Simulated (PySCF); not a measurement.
CHOS (SMILES O=C=[SH+]), charge +1, singlet, at a GFN2-xTB geometry; HF/aug-cc-pVDZ (PySCF).

PySCF was given this input:
```python
from pyscf import gto, scf

mol = gto.M(
    atom='''
O    -0.341805    0.101021   -1.687045
C    -0.131217    0.040980   -0.583260
S     0.275850   -0.094739    0.974709
H    -0.891865    0.461767    1.400571
''',
    basis='aug-cc-pvdz',
    charge=1,
    spin=0,
    verbose=5,
)

mf = scf.RHF(mol)
mf.kernel()
mf.analyze()
```

Problem. Write the output that PySCF gives for this input, abridged.

Solution. 
```
PySCF version 2.14.0

[INPUT] verbose = 5
[INPUT] max_memory = 4000
[INPUT] num. atoms = 4
[INPUT] num. electrons = 30
[INPUT] charge = 1
[INPUT] spin (= nelec alpha-beta = 2S) = 0
[INPUT] symmetry False subgroup None
[INPUT] Mole.unit = angstrom
[INPUT] Symbol           X                Y                Z      unit          X                Y                Z       unit  Magmom
[...]
[INPUT] ---------------- BASIS SET ----------------
[INPUT] l, kappa, [nprim/nctr], expnt,             c_1 c_2 ...
[INPUT] H
[...]
                                1.962             0.137977
                                0.4446            0.478148
[...]
[INPUT] S
[...]
                                16610             0.00192026 -0.000527681 0.000153483
                                3781              0.00996192 -0.00279671 0.000809503
                                1071              0.0402975 -0.0112651 0.00328974
                                349.8             0.128604 -0.0388834 0.0112967
                                126.3             0.30348 -0.0995025 0.0296385
                                49.26             0.421432 -0.19974 0.0599851
                                20.16             0.230781 -0.12336 0.0413248
                                5.72              0.0178971 0.513194 -0.207474
                                2.182             -0.00297516 0.60712 -0.392889
                                0.4327            0.000849522 0.0396753 0.63284
[...]
                                94.19             0.0341708 -0.00865664
                                29.75             0.14425 -0.0390886
                                10.77             0.353928 -0.0934625
                                4.119             0.459085 -0.147994
                                1.625             0.206383 0.0301904
                                0.4726            0.0102141 0.561573
[...]
[INPUT] O
[...]
                                1759              0.00547 -0.001263
                                400.8             0.027837 -0.006267
                                113.7             0.1048 -0.025716
                                37.03             0.283062 -0.070924
                                13.27             0.448719 -0.165411
                                5.025             0.270952 -0.116955
                                1.013             0.015458 0.557368
[...]
                                3.854             0.228913
                                1.046             0.508728
[...]
[INPUT] C
[...]
                                1000              0.005329 -0.001154
                                228               0.027077 -0.005725
                                64.71             0.101718 -0.023312
                                21.06             0.27474 -0.063955
                                7.495             0.448564 -0.149981
                                2.797             0.285074 -0.127262
                                0.5215            0.015204 0.544529
[...]
                                2.002             0.20948
                                0.5456            0.508557
[...]
nuclear repulsion = 87.7584106767063
number of shells = 29
number of NR pGTOs = 131
number of NR cGTOs = 82
basis = aug-cc-pvdz
ecp = {}

******** <class 'pyscf.scf.hf.RHF'> ********
method = RHF
initial guess = minao
damping factor = 0
level_shift factor = 0
DIIS = <class 'pyscf.scf.diis.CDIIS'>
diis_start_cycle = 1
diis_space = 8
diis_damp = 0
SCF conv_tol = 1e-09
SCF conv_tol_grad = None
SCF max_cycles = 50
direct_scf = True
direct_scf_tol = 1e-13
Set gradient conv threshold to 3.16228e-05
Initial guess from minao.
E1 = -877.8291702134638  E2 = 278.57461353690326  Ecoul = 317.3920169021779  Exc = -38.81740336527463
init E= -511.496145999854
cond(S) = 17059.461981343993
[...]
  mo_energy =
[-9.19992055e+01 -2.08013415e+01 -1.13446911e+01 -9.02317998e+00
 -6.69467103e+00 -6.69261411e+00 -6.68984986e+00 -1.80056972e+00
 -1.21282795e+00 -7.68568256e-01 -6.30278223e-01 -6.02370598e-01
 -5.77636194e-01 -4.72817713e-01 -3.45557281e-01  3.02481220e-03
  3.11344783e-02  5.53274481e-02  6.94767215e-02  8.01564808e-02
  9.56843065e-02  1.09228885e-01  1.26924244e-01  1.41083220e-01
  1.42429995e-01  1.67558028e-01  1.86181452e-01  2.34049095e-01
  2.69812095e-01  2.70671220e-01  2.80466230e-01  2.91673838e-01
  3.57044257e-01  4.21721331e-01  4.43492538e-01  4.76761037e-01
  4.84145325e-01  4.84275279e-01  5.05187228e-01  5.35065523e-01
  5.93509520e-01  6.07346428e-01  6.39818677e-01  6.71149467e-01
  6.95413134e-01  8.00314075e-01  8.26263623e-01  8.48838614e-01
  8.87901785e-01  9.69960263e-01  9.72510656e-01  1.03519086e+00
  1.07810332e+00  1.09581248e+00  1.10090209e+00  1.12533573e+00
  1.13620381e+00  1.17513341e+00  1.23163449e+00  1.24661128e+00
  1.26179778e+00  1.34159801e+00  1.48956176e+00  1.50982353e+00
  1.65793328e+00  1.66974107e+00  1.79279477e+00  1.82025260e+00
  1.86892400e+00  1.87074938e+00  1.98667060e+00  2.10166697e+00
  2.13192520e+00  2.38572360e+00  2.45241185e+00  2.65559598e+00
  3.40741487e+00  3.51203705e+00  3.53399606e+00  3.63694695e+00
  3.65470906e+00  4.08425734e+00]
E1 = -865.8556149670673  E2 = 267.7212921776089  Ecoul = 306.07198389720196  Exc = -38.350691719593044
cycle= 1 E= -510.375912112752  delta_E= 1.12  |g|= 0.771  |ddm|= 2.14
[...]
  mo_energy =
[-9.24632615e+01 -2.07986953e+01 -1.21156495e+01 -9.45371609e+00
 -7.13754781e+00 -7.13344364e+00 -7.13023986e+00 -1.85545153e+00
 -1.55198118e+00 -1.11422516e+00 -9.95992102e-01 -9.84096275e-01
 -9.64824404e-01 -8.61518114e-01 -7.69186393e-01 -2.89634182e-01
 -2.45877641e-01 -1.83662806e-01 -1.75038596e-01 -8.82419819e-02
 -7.84632072e-02 -7.15112807e-02 -6.72069994e-02 -3.19964535e-02
 -2.74633253e-02 -1.98977792e-02 -9.99178949e-03  2.37479865e-03
  6.16072411e-02  1.28365052e-01  1.32336112e-01  1.35015993e-01
  1.42367655e-01  1.47914556e-01  1.73806412e-01  2.03099114e-01
[...]
converged SCF energy = -510.544376045436
Total Energy =                        -510.544376045436024
[...]
1 C 4dxy         0.00528  -0.00115   0.06283  -0.08218  -0.01765
1 C 4dyz         0.00284  -0.01299  -0.00746   0.01401  -0.11081
1 C 4dz^2       -0.03428   0.18628   0.00052  -0.00035   0.00654
1 C 4dxz        -0.01103   0.05197  -0.00680  -0.02235  -0.05065
1 C 4dx2-y2     -0.00492   0.00311   0.07480   0.06840  -0.01503
2 S 1s          -0.00000  -0.00001  -0.00000   0.00000  -0.00000
2 S 2s           0.00058  -0.00037  -0.00000   0.00003   0.00000
2 S 3s          -0.01057  -0.00902   0.00000   0.00008  -0.00000
2 S 4s          -0.04137   0.00867  -0.00000   0.01571  -0.00000
2 S 5s          -0.00439  -0.03568   0.00000  -0.01094   0.00000
2 S 2px         -0.00001  -0.00001   0.00000  -0.00001   0.00000
2 S 2py         -0.00000   0.00001   0.00000   0.00000   0.00000
2 S 2pz         -0.00023   0.00009  -0.00000  -0.00001  -0.00000
2 S 3px          0.00358   0.00153   0.00005  -0.00029   0.00029
2 S 3py         -0.00138  -0.00045   0.00010   0.00014   0.00062
2 S 3pz          0.00830   0.00764  -0.00000   0.00029  -0.00002
2 S 4px          0.01391   0.01309  -0.00301  -0.01017   0.00710
2 S 4py         -0.00922  -0.00316  -0.00649   0.00419   0.01530
2 S 4pz         -0.08086   0.08549   0.00022  -0.01557  -0.00052
2 S 5px         -0.00990  -0.01340   0.00163   0.00631  -0.00293
2 S 5py          0.00658   0.00535   0.00351  -0.00260  -0.00631
2 S 5pz          0.05828  -0.02543  -0.00012   0.00979   0.00022
2 S 3dxy         0.01509  -0.01022  -0.00894   0.00481   0.00923
2 S 3dyz         0.01445  -0.01533   0.00678  -0.00884   0.03366
2 S 3dz^2       -0.06529   0.08091  -0.00041  -0.00171  -0.00198
2 S 3dxz        -0.04099   0.04443   0.00363   0.01841   0.01518
2 S 3dx2-y2     -0.01451   0.01054  -0.01095  -0.00324   0.00915
2 S 4dxy         0.00421  -0.00350  -0.01246   0.01624  -0.00590
2 S 4dyz        -0.00449   0.01256   0.00715  -0.01225  -0.03012
2 S 4dz^2        0.04093  -0.03551  -0.00044  -0.00638   0.00178
2 S 4dxz         0.01453  -0.03131   0.00399   0.02407  -0.01371
2 S 4dx2-y2     -0.00295   0.00159  -0.01513  -0.01263  -0.00539
3 H 1s           0.00106  -0.00254  -0.00000  -0.00010   0.00000
3 H 2s           0.02769  -0.03504   0.00000  -0.01291   0.00000
3 H 3s          -0.01446  -0.00482  -0.00000   0.00658  -0.00000
3 H 2px          0.00098  -0.00090   0.00084  -0.00347   0.00358
3 H 2py         -0.00078  -0.00005   0.00181   0.00294   0.00772
3 H 2pz         -0.00941  -0.01354  -0.00006   0.03876  -0.00026
3 H 3px          0.01145   0.00315   0.00346   0.01390  -0.00075
3 H 3py         -0.00582  -0.00113   0.00745  -0.00607  -0.00162
3 H 3pz         -0.01475   0.00977  -0.00025   0.01113   0.00006
               #81       #82
0 O 1s           0.00014  -0.00016
0 O 2s          -0.00520   0.01734
0 O 3s           0.03996   0.34590
0 O 4s          -0.01869  -0.14325
0 O 2px         -0.00873   0.00224
0 O 2py          0.00399  -0.00062
0 O 2pz         -0.00168   0.01230
0 O 3px         -0.08286   0.01286
0 O 3py          0.04013  -0.00371
0 O 3pz          0.04892   0.06605
0 O 4px         -0.01826  -0.02652
0 O 4py          0.00773   0.00775
0 O 4pz         -0.02184  -0.13353
0 O 3dxy        -0.07142  -0.01522
0 O 3dyz        -0.24752  -0.05757
0 O 3dz^2       -0.19122   0.60954
0 O 3dxz         0.51691   0.20366
0 O 3dx2-y2      0.08361   0.02134
0 O 4dxy         0.08486   0.01658
0 O 4dyz         0.29404   0.05306
0 O 4dz^2        0.25905  -0.56814
0 O 4dxz        -0.61000  -0.18877
0 O 4dx2-y2     -0.09919  -0.02187
1 C 1s           0.00002  -0.00017
1 C 2s           0.00444  -0.01543
1 C 3s           0.04146   0.04052
1 C 4s          -0.02561  -0.00816
1 C 2px         -0.02222   0.00567
1 C 2py          0.01021  -0.00164
1 C 2pz         -0.00296   0.02921
1 C 3px          0.10659   0.01343
1 C 3py         -0.04924  -0.00399
1 C 3pz          0.00685   0.06566
1 C 4px         -0.00698   0.00234
1 C 4py          0.00306  -0.00094
1 C 4pz         -0.00527   0.00425
1 C 3dxy        -0.01991   0.00354
1 C 3dyz        -0.06620   0.01778
1 C 3dz^2        0.03562  -0.18908
1 C 3dxz         0.14941  -0.06290
1 C 3dx2-y2      0.02346  -0.00561
1 C 4dxy         0.01687  -0.00157
1 C 4dyz         0.05082  -0.00585
1 C 4dz^2        0.02440   0.06484
1 C 4dxz        -0.10824   0.02107
1 C 4dx2-y2     -0.01911   0.00220
2 S 1s           0.00000  -0.00001
2 S 2s           0.00008  -0.00020
2 S 3s           0.00228  -0.00643
2 S 4s           0.01185  -0.04226
2 S 5s           0.00272   0.03831
2 S 2px          0.00004  -0.00000
2 S 2py         -0.00002   0.00000
2 S 2pz         -0.00002  -0.00002
2 S 3px         -0.00129   0.00177
2 S 3py          0.00060  -0.00062
2 S 3pz         -0.00002   0.00593
2 S 4px          0.00163  -0.00100
2 S 4py         -0.00116   0.00058
2 S 4pz         -0.01174   0.00324
2 S 5px          0.00195  -0.00876
2 S 5py         -0.00078   0.00292
2 S 5pz          0.00369  -0.03363
2 S 3dxy        -0.01962  -0.00003
2 S 3dyz        -0.00921   0.00207
2 S 3dz^2       -0.04236  -0.00540
2 S 3dxz         0.01637  -0.00516
2 S 3dx2-y2      0.01734  -0.00020
2 S 4dxy         0.00134  -0.00031
2 S 4dyz         0.01322   0.00146
2 S 4dz^2        0.02122   0.01661
2 S 4dxz        -0.02596  -0.00101
2 S 4dx2-y2     -0.00231   0.00020
3 H 1s          -0.00265  -0.00083
3 H 2s           0.00087  -0.00510
3 H 3s           0.00468   0.00635
3 H 2px         -0.01351  -0.00141
3 H 2py          0.00662   0.00067
3 H 2pz          0.01037   0.00032
3 H 3px         -0.00103  -0.00562
3 H 3py          0.00004   0.00226
3 H 3pz         -0.01287  -0.01029
 ** Mulliken pop on meta-lowdin orthogonal AOs  **
 ** Mulliken pop  **
 ** Mulliken atomic charges  **
charge of    0O =     -0.07787
charge of    1C =      0.51443
charge of    2S =      0.37446
charge of    3H =      0.18898

WARN: System has nonzero charge 1; the dipole moment is origin-dependent.
Location of origin: [0. 0. 0.]

Dipole moment(X, Y, Z, Debye): -0.68980,  0.39480,  2.18572
```
